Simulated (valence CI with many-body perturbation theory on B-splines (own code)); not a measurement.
**Xe³⁸⁺: magnetic and hyperfine properties of the levels**

Calculated by configuration interaction combined with many-body perturbation theory (CI+MBPT): six valence electrons over a frozen Dirac-Fock core [Ne], a basis of 9 s, 9 p, 8 d, 6 f, 3 g, 1 h functions for each j, with the one-electron correlation potential Σ1, the two-electron term Σ2, the three-electron term Σ3, Breit, model QED; selected CI, second order for the rest, scaled by the run's own slope (own B-spline code, finite nucleus).

No measured spectrum was set against this ion. As an estimate, large intervals hold to a few tenths of a per cent, small ones and those within an open d or f shell to about a per cent. Among the levels kept, up to 1500 cm⁻¹ of a level comes from second order outside the variational space, and about a tenth of that is noise between levels of different J, which matters for small intervals.

A/g_I is the dipole constant over the nuclear g factor μ/I (μ in nuclear magnetons, uniformly magnetised nucleus), B/Q the quadrupole constant per barn. Both hold the static response of the core; the bare values leave it out. Large factors of s and p1/2 electrons are usually good to 5 to 10 %; those of open d and f shells near neutrality can be off by tens of per cent, and small factors of p3/2, d and f electrons come from cancelling terms and can be off by a factor of two or in sign, in half-filled shells by more. B is blank for J = 1/2, where it vanishes, and for nearly pure S terms. Energies count from the lowest level. Levels with J = 0 are left out.

Levels are named by their leading jj configuration (3d3/2^4 stands for four electrons in 3d with j = 3/2), which in mixed levels can hold well under half, so a name can repeat and another be missing. Letters in brackets count levels of one name in rising energy.

| Level | E (cm⁻¹) | g | A/g_I (MHz) | A/g_I bare | B/Q (MHz/b) | B/Q bare |
| --- | --- | --- | --- | --- | --- | --- |
| (3s^2 3p1/2^2 3p3/2^2) J=2 | 0 | 1.355 | 67100 | 66900 | 22900 | 22500 |
| (3s^2 3p1/2 3p3/2^3) J=1 | 610700 | 1.496 | -24300 | -21900 | -64300 | -63200 |
| (3s^2 3p1/2 3p3/2^3) J=2 | 666460 | 1.133 | 163000 | 160000 | -152000 | -149000 |
| (3s^2 3p1/2^2 3p3/2 3d3/2) J=2 | 1249300 | 1.074 | 56300 | 56500 | -50.1 | 33.5 |
| (3s^2 3p1/2^2 3p3/2 3d3/2) J=1 | 1276500 | 1.190 | 30800 | 32200 | -44000 | -43700 |
| (3s^2 3p1/2^2 3p3/2 3d3/2) J=3 | 1291100 | 1.165 | 46300 | 47100 | 101000 | 99600 |
| (3s^2 3p1/2^2 3p3/2 3d5/2) J=2 | 1381100 | 1.332 | 133000 | 132000 | -95900 | -93800 |
| (3s^2 3p1/2^2 3p3/2 3d5/2) J=4 | 1417100 | 1.288 | 31200 | 32100 | 113000 | 113000 |
| (3s^2 3p1/2^2 3p3/2 3d5/2) J=3 | 1546700 | 1.139 | 32500 | 33000 | 36200 | 36900 |
| (3s^2 3p1/2^2 3p3/2 3d5/2) J=1 | 1572200 | 1.177 | -64700 | -61100 | -3330 | -3050 |
| (3s 3p1/2^2 3p3/2^3) J=2 | 1582800 | 1.402 | 222000 | 218000 | -98700 | -97000 |
| (3s 3p1/2^2 3p3/2^3) J=1 | 1681200 | 1.031 | -108000 | -104000 | -12400 | -12000 |
| (3s^2 3p1/2 3p3/2^2 3d3/2) J=2 [a] | 1819200 | 1.014 | 99100 | 98100 | -85800 | -84400 |
| (3s^2 3p1/2 3p3/2^2 3d3/2) J=1 [a] | 1825600 | 0.934 | 130000 | 127000 | -26900 | -26700 |
| (3s^2 3p1/2 3p3/2^2 3d3/2) J=3 [a] | 1858200 | 1.109 | 95400 | 94700 | -25800 | -25200 |
| (3s^2 3p1/2 3p3/2^2 3d3/2) J=4 | 1913700 | 1.071 | 101000 | 99700 | 17800 | 18500 |
| (3s^2 3p1/2 3p3/2^2 3d5/2) J=3 [a] | 1957700 | 1.330 | -10700 | -8710 | 30800 | 30800 |
| (3s^2 3p1/2 3p3/2^2 3d5/2) J=4 [a] | 1972900 | 1.271 | 5810 | 7260 | 74700 | 74800 |
| (3s^2 3p1/2 3p3/2^2 3d3/2) J=2 [b] | 1975300 | 0.873 | 123000 | 122000 | 69600 | 69200 |
| (3s^2 3p1/2 3p3/2^2 3d5/2) J=1 | 2001400 | 0.969 | 290000 | 283000 | 2720 | 2720 |
| (3s^2 3p1/2 3p3/2^2 3d5/2) J=4 [b] | 2034500 | 1.174 | 82100 | 81400 | -6070 | -5060 |
| (3s^2 3p1/2 3p3/2^2 3d5/2) J=5 | 2055300 | 1.194 | 78400 | 77900 | 28700 | 29800 |
| (3s^2 3p1/2 3p3/2^2 3d3/2) J=3 [b] | 2078000 | 1.180 | 26600 | 27700 | 11500 | 12100 |
| (3s^2 3p1/2 3p3/2^2 3d3/2) J=2 [c] | 2088500 | 1.282 | 101000 | 100000 | 10600 | 9810 |
| (3s^2 3p1/2 3p3/2^2 3d3/2) J=1 [b] | 2095300 | 1.609 | 88300 | 88200 | 32400 | 31800 |
| (3s^2 3p1/2 3p3/2^2 3d5/2) J=2 [a] | 2149200 | 1.250 | -42900 | -40100 | 105000 | 104000 |
| (3s^2 3p1/2 3p3/2^2 3d3/2) J=1 [c] | 2174500 | 1.076 | -56800 | -53500 | -37700 | -36800 |
| (3s^2 3p1/2 3p3/2^2 3d5/2) J=3 [b] | 2188600 | 1.131 | 86400 | 85700 | 113000 | 112000 |
| (3s^2 3p1/2 3p3/2^2 3d5/2) J=2 [b] | 2205800 | 1.062 | 77100 | 76500 | 24300 | 24300 |
| (3s^2 3p1/2 3p3/2^2 3d3/2) J=1 [d] | 2243300 | 0.979 | -13100 | -11300 | 24000 | 23800 |
| (3s^2 3p1/2 3p3/2^2 3d5/2) J=3 [c] | 2245000 | 1.048 | 95800 | 94500 | -65300 | -63500 |
| (3s^2 3p1/2 3p3/2^2 3d5/2) J=2 [c] | 2299500 | 1.197 | 24000 | 24800 | -95000 | -93200 |

(1) Take the isotope of mass number 129, with I = 1/2, μ = -0.77796 μN. What is the hyperfine structure of (3s^2 3p1/2^2 3p3/2 3d3/2) J=3?

Results:

(1) From the table A = -72100 MHz. Shifts from the centre of gravity in MHz: F = 5/2: 144000, F = 7/2: -108000.
